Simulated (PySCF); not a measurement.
C2H9FSi2, SMILES CC[SiH2][SiH2]F at its GFN2-xTB optimised geometry (Å):

```
14

C      0.7329    -1.7122     0.3370
C      1.2652    -0.5822    -0.5362
Si     0.6231     1.1310     0.0000
Si    -1.6835     1.1310     0.0000
F     -2.1654     2.6740     0.0000
H      1.0148    -1.5580     1.3766
H     -0.3539    -1.7635     0.2838
H      1.1329    -2.6740     0.0187
H      2.3553    -0.5892    -0.5011
H      0.9926    -0.7768    -1.5754
H      1.2158     2.1257    -0.9088
H      1.1829     1.4158     1.3332
H     -2.3553     0.5938    -1.1829
H     -2.3523     0.5980     1.1859
```

Computed with PBE/def2-TZVP (PySCF). Cells within 0.4 Å of a nucleus heavier than hydrogen are left out (blank, or x).

Map of the log10 of the electron density (e/bohr³), floored at −4 on the plane z = 0.0 Å:

```
|00000000000000000000000000000|
|00000000000000000000000000000|
|00000112222100000000000000000|
|00001234443210000000000000000|
|00002456665421112221100000000|
|00013578986532233332210000000|
|0002458xx97543344444320000000|
|0002468xx98654555554321000000|
|00023578987655666665431000000|
|00013467777666677765432000000|
|000134568xx7777xx865432000000|
|000234569xx8777xx965432100000|
|00023466798777789766542100000|
|00013456666666677776543210000|
|00012345555555667777654320000|
|00002334444444567887765421000|
|00001223333345567887765421000|
|00000011223456678887665321000|
|00000000123567788876554310000|
|0000000002357888x876532100000|
|00000000023467788876432000000|
|00000000012456678886431000000|
|00000000001334567876421000000|
|00000000000123456665320000000|
|00000000000012234443210000000|
|00000000000000122332100000000|
|00000000000000001110000000000|
|00000000000000000000000000000|
|00000000000000000000000000000|
```
Scale: ten equal steps from -4.00 (start of '0') to -0.093 (end of '9'), in the order '0123456789'; x runs from -5.00 to 5.00, y from -5.00 (bottom) to 5.00 (top).
